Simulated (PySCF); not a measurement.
Species: C4H4Cl2F2.
Geometry (PBE0-D3(BJ)/def2-SVP, Å), atoms numbered from 1 in this order:
```
atom  x, y, z in Å
F1    -1.6451   -1.6195   -0.4744
C2    -1.5840   -0.3186   -0.1551
F3    -2.6135    0.2842   -0.7571
Cl4   -1.7946   -0.1674    1.6049
C5    -0.2782    0.2873   -0.6247
C6     0.9237   -0.3749   -0.0452
C7     1.8838    0.2274    0.6564
Cl8    1.9076    1.9119    1.0270
H9    -0.2867    0.1780   -1.7233
H10   -0.2927    1.3603   -0.3910
H11    1.0319   -1.4520   -0.2051
H12    2.7453   -0.3132    1.0530
```

Theory: core-valence-separated Tamm–Dancoff BHandHLYP/aug-pcX-1 (pcseg-1 on H, def2-SVPD on Cl) in PySCF, non-relativistic, gas phase, PBE0-D3(BJ)/def2-SVP geometry. No empirical shift is added; at this level the pattern usually sits a few eV under experiment.

The lowest roots of each edge with f over 0.003 (five at most, numbered afresh; weaker and dark ones are left out), with transition dipoles (au) in the frame of the coordinates:

```json
{"root": "1", "edge": "C", "E (eV)": "282.87", "μx": "0.0460", "μy": "0.0167", "μz": "-0.0789"}
{"root": "2", "edge": "C", "E (eV)": "283.88", "μx": "-0.0477", "μy": "-0.0168", "μz": "0.0814"}
{"root": "3", "edge": "C", "E (eV)": "285.77", "μx": "-0.0026", "μy": "0.0900", "μz": "0.0176"}
{"root": "4", "edge": "C", "E (eV)": "285.96", "μx": "0.0166", "μy": "0.0131", "μz": "-0.0200"}
{"root": "5", "edge": "C", "E (eV)": "286.40", "μx": "-0.0124", "μy": "0.0506", "μz": "0.0054"}
{"root": "6", "edge": "F", "E (eV)": "686.67", "μx": "0.0321", "μy": "-0.0161", "μz": "0.0263"}
{"root": "7", "edge": "F", "E (eV)": "686.70", "μx": "-0.0056", "μy": "-0.0397", "μz": "-0.0202"}
{"root": "8", "edge": "F", "E (eV)": "687.86", "μx": "0.0172", "μy": "-0.0062", "μz": "0.0014"}
{"root": "9", "edge": "F", "E (eV)": "687.99", "μx": "-0.0038", "μy": "-0.0227", "μz": "-0.0045"}
{"root": "10", "edge": "F", "E (eV)": "688.13", "μx": "0.0009", "μy": "-0.0154", "μz": "0.0063"}
```

**Question.** What are the oscillator strengths?

**Answer.** f = (2/3) ΔE |μ|², with ΔE in hartree (27.2114 eV):

```
root  ΔE (Eh)  |μ|² (au)      f  core hole on
   1  10.3952   0.008620  0.060            C6
   2  10.4324   0.009183  0.064            C7
   3  10.5020   0.008417  0.059            C7
   4  10.5087   0.000847  0.006            C5
   5  10.5250   0.002743  0.019            C6
   6  25.2345   0.001981  0.033            F3
   7  25.2357   0.002015  0.034            F1
   8  25.2785   0.000336  0.006            F3
   9  25.2833   0.000550  0.009            F1
  10  25.2883   0.000278  0.005            F1
```

**Question.** Molecules are fixed in this frame and the field points along y. What effective strengths 3 f cos²θ do the roots have (θ between field and μ)?

**Answer.** root 1 (C6): 0.006, root 2 (C7): 0.006, root 3 (C7): 0.170, root 4 (C5): 0.004, root 5 (C6): 0.054, root 6 (F3): 0.013, root 7 (F1): 0.080, root 8 (F3): 0.002, root 9 (F1): 0.026, root 10 (F1): 0.012. Root 3 is the strongest. Averaged over all orientations cos²θ is 1/3, which gives f back.

Rough CPU time on one thread of a shared machine: about 80 s.

One conformer stands for the species.
